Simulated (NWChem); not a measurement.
Molecule: C3HCl2F; SMILES FC=C=C(Cl)Cl

```xyz
7

F      0.4507     3.0836     0.0000
C     -0.4971     2.1550     0.0000
C     -0.2515     0.8694     0.0000
C     -0.0726    -0.4249     0.0000
Cl     0.0576    -1.3519    -1.4517
Cl     0.0576    -1.3519     1.4517
H     -1.5076     2.5802     0.0000
```
Atoms are numbered in this order, from 1.

Program: NWChem. Coordinates come from a PBE0/def2-SVP optimisation. Level: PBE0/def2-SVP with COSMO at NWChem's default radii, gas-phase geometry; rows give the dielectric constant.

```json
[
 {"dielectric constant": "3.9", "electrostatic solvation energy (kcal/mol)": "-1.5", "dipole in solution (D)": "1.59"},
 {"dielectric constant": "20.7", "electrostatic solvation energy (kcal/mol)": "-2.0", "dipole in solution (D)": "1.70"},
 {"dielectric constant": "25.0", "electrostatic solvation energy (kcal/mol)": "-2.0", "dipole in solution (D)": "1.70"},
 {"dielectric constant": "46.7", "electrostatic solvation energy (kcal/mol)": "-2.1", "dipole in solution (D)": "1.71"},
 {"dielectric constant": "78.4", "electrostatic solvation energy (kcal/mol)": "-2.1", "dipole in solution (D)": "1.72"}
]
```
